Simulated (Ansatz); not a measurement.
Consider the formal exchange of groups at a Ge–N bond: `CO[SiH2][NH][GeH3]` + `B[CH2][AlH2]` → `B[CH2][AlH][GeH3]` + `CO[SiH2]N`.

Isolated molecules relaxed with PBE0-D4/def2-TZVP in Ansatz; ΔE leaves out vibrations. CCSD(T)/CBS is the MP2 limit (def2-TZVPP, def2-QZVPP) plus CCSD(T) − MP2 in def2-TZVPP, frozen cores. This one scheme is used for every species. DFT in def2-TZVPP. B3LYP here is the variant with VWN-RPA as its local correlation; programs differ in this. For Ge outer-core shells are correlated without core-valence functions, which leaves a few kJ/mol of doubt a bond. Scalar relativity is left out up to krypton. One conformer a species, not always the lowest.

| level | ΔE (kJ/mol) | difference from CCSD(T)/CBS |
| --- | --- | --- |
| PBE-D4 | -39.6 | -14.5 |
| PBE0-D4 | -35.4 | -10.3 |
| B2PLYP | -22.7 | 2.4 |
| r2SCAN | -32.1 | -7.0 |
| B3LYP | -28.6 | -3.5 |
| MP2/def2-TZVPP | -16.3 | 8.8 |
| SCS-MP2/def2-TZVPP | -11.9 | 13.2 |
| MP2/def2-QZVPP | -18.3 | 6.8 |
| HF/CBS(def2) | -6.4 | 18.7 |
| CCSD/CBS(def2) | -24.3 | 0.8 |
| CCSD(T)/CBS | -25.1 | 0 |

Largest T1 diagnostic among the species: 0.012.

From PBE to PBE0 (25 % exact exchange), in def2-TZVPP and without D4, ΔE moves by +4.7 kJ/mol. In def2-TZVPP, CCSD(T) changes the Hartree–Fock value by −13.1 kJ/mol (the triples alone add −0.8 kJ/mol) and MP2 by −8.6 kJ/mol.
